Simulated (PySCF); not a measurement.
## Shapes and spin states of CoNCl₂

These are results of PBE0/[Co def2-TZVP, N def2-TZVP, Cl def2-TZVP], no relativity, density fitting, PySCF, not measurements.

Relaxations began from a few typed shapes and spin states; open shells are unrestricted. The search is not exhaustive: other isomers or separated fragments can lie lower, and high-lying points may rest on an excited occupation.

(1) Which is the lowest minimum found?
A. singlet (closed shell, unstable to spin polarisation) C2v: Co–Cl 2.061 Å (×2), Co–N 1.454 Å; Cl–Co–Cl 126.0°, Cl–Co–N 117.0° (×2)
B. broken-symmetry Ms = 1 (⟨S²⟩ 3.39) C2v: Co–Cl 2.098 Å (×2), Co–N 1.739 Å; Cl–Co–Cl 118.2°, Cl–Co–N 120.9° (×2)
C. triplet (⟨S²⟩ 2.37) C2v: Co–Cl 2.076 Å (×2), Co–N 1.557 Å; Cl–Co–Cl 137.1°, Cl–Co–N 111.5° (×2)
D. broken-symmetry Ms = 0 C2v: Co–Cl 2.062 Å (×2), Co–N 1.456 Å; Cl–Co–Cl 126.4°, Cl–Co–N 116.8° (×2)
E. broken-symmetry Ms = 0 (⟨S²⟩ 1.65) C2v: Co–Cl 2.084 Å (×2), Co–N 1.644 Å; Cl–Co–Cl 131.6°, Cl–Co–N 114.2° (×2)
F. quintet C2v: Co–Cl 2.098 Å (×2), Co–N 1.733 Å; Cl–Co–Cl 160.6°, Cl–Co–N 99.7° (×2)
G. quintet Cs: Co–Cl 2.097 Å (×2), Co–N 1.769 Å; Cl–Co–Cl 162.5°, Cl–Co–N 98.6° (×2)

Answers

(1) C. The others lie at 10.6 (broken-symmetry Ms = 0 C2v), 17.9 (broken-symmetry Ms = 0 C2v), 18.1 (singlet C2v), 25.2 (broken-symmetry Ms = 1 C2v), 45.1 (quintet Cs), 49.0 (quintet C2v) kJ/mol above it.

For the lowest minimum: the determinant is spin-contaminated (⟨S²⟩ = 2.37, pure value 2.00). Open d and f shells are described by one determinant, and the ground state may have another occupation or spin.

The electron or spin density has lower symmetry than the nuclear frame for the broken-symmetry Ms = 0 C2v at 17.9 kJ/mol.
